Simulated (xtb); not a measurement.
C2H6O2Si, SMILES C[SiH2]C(=O)O. All values are semi-empirical tight-binding results from xtb (GFN2-xTB unless named), good for trends rather than for accurate numbers. Geometry optimised at GFN2-xTB. The values are those of a single conformer.

Optimised geometry:

```xyz
11

C     -2.1814     0.3000     0.3492
Si    -0.6600    -0.8041     0.1309
C      0.8680     0.3261    -0.1502
O      0.8938     1.5311    -0.1742
O      1.9778    -0.4049    -0.3277
H     -3.0788    -0.2888     0.5158
H     -2.0610     0.9707     1.1964
H     -2.3471     0.9181    -0.5296
H     -0.7526    -1.6709    -1.0475
H     -0.3657    -1.6043     1.3233
H      2.7535     0.1666    -0.4693
```

Computed properties:
```yaml
point_group_as_xtb_finds_it: Cs
orbital_gap: 3.63 eV
dipole_moment: 1.44 D
zero_point_energy: 47.1 kcal/mol
G − E(el) at 298.15 K (modified RRHO): 26.9 kcal/mol
static polarisability (D4 model): 61.7 bohr³
solvation energy, GFN2-xTB/ALPB(water): -6.4 kcal/mol
solvation energy, GFN2-xTB/ALPB(methanol): -7.3 kcal/mol
```

Task: Give the atomic charges and the Wiberg bond orders between heavy atoms. (Estimate from the structure and the level; the computed values follow.)

Result: charges (e) C1 -0.20, Si2 0.44, C3 0.24, O4 -0.42, O5 -0.39, H6 0.03, H7 0.05, H8 0.05, H9 -0.07, H10 -0.07, H11 0.32. Bond orders C1–Si2 0.95, Si2–C3 0.77, C3–O4 1.81, C3–O5 1.15.
